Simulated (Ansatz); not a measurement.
CH8OSSi2 can be A, `O[SiH2]SC[SiH3]`, or B, `CS[SiH2]O[SiH3]`.

Program: Ansatz. Geometries: PBE0-D4/def2-TZVP. ΔE: electronic, gas phase. CBS: MP2 limit from def2 TZ/QZ plus the TZ coupled-cluster correction, frozen cores. Functionals use def2-TZVPP. B3LYP here is the variant with VWN-RPA as its local correlation; programs differ in this. Each species was taken in one conformer, which may not be the lowest.

Question: Which isomer does CCSD(T)/CBS put lower? Give the gap. (An estimate is asked.)

Answer: The calculation gave: B, by 115.3 kJ/mol.

Question: Give E(B) − E(A) in kJ/mol with CCSD/def2-TZVPP, PBE0-D4, CCSD(T)/def2-TZVPP, ωB97M-V, B3LYP-D4, PBE-D4, HF/def2-TZVPP. (Best estimate.)

Answer: Computed: CCSD/def2-TZVPP -119.4, PBE0-D4 -107.4, CCSD(T)/def2-TZVPP -115.7, ωB97M-V -113.8, B3LYP-D4 -119.4, PBE-D4 -101.4, HF/def2-TZVPP -140.5. None reverses the order clearly.

Largest T1 diagnostic: 0.012.

From PBE to PBE0 (25 % exact exchange), in def2-TZVPP and without D4, E(B) − E(A) moves by −5.7 kJ/mol. In def2-TZVPP, CCSD(T) changes the Hartree–Fock value by +24.8 kJ/mol (the triples alone add +3.7 kJ/mol) and MP2 by +24.0 kJ/mol.
